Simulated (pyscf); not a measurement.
## [O=Al]•, doublet

Gas-phase minimum from PySCF at ωB97X-D3(BJ)/def2-SVP, one conformer. 

```xyz
2

O      0.6224    -0.2097    -0.4609
Al     1.7584     0.9603    -0.4115
```
Charge 0, spin multiplicity 2.

Bond lengths (Å): O1–Al2 1.632.

Properties at ωB97X-D3(BJ)/def2-SVP:

```yaml
harmonic_wavenumbers_unscaled: 960 cm⁻¹
zero_point_energy: 1.4 kcal/mol
rotational_symmetry_number: 1
Entropy of this conformer at 298 K and 1 atm, rigid rotor and harmonic oscillator, modes under 100 cm⁻¹ raised to 100: 218.4 J/(mol K)
dipole_moment: 3.80 D
Spin expectation value S2: 0.762
```

Single-point totals, which compare only within one level:

| level | total energy (hartree) |
|---|---|
| ωB97X-D3(BJ)/def2-TZVP | -317.66551 |
| PBE/def2-TZVP | -317.44642 |
| r²SCAN/def2-TZVP | -317.58882 |
| B3LYP-D3(BJ)/def2-TZVP | -317.67613 |
| PBE0-D3(BJ)/def2-TZVP | -317.45333 |
| M06-2X/def2-TZVP | -317.59953 |
| ωB97M-D3(BJ)/def2-TZVP | -317.70517 |

The term symbol of open-shell O=Al was not checked; spin-orbit terms and orbital degeneracy are left out.
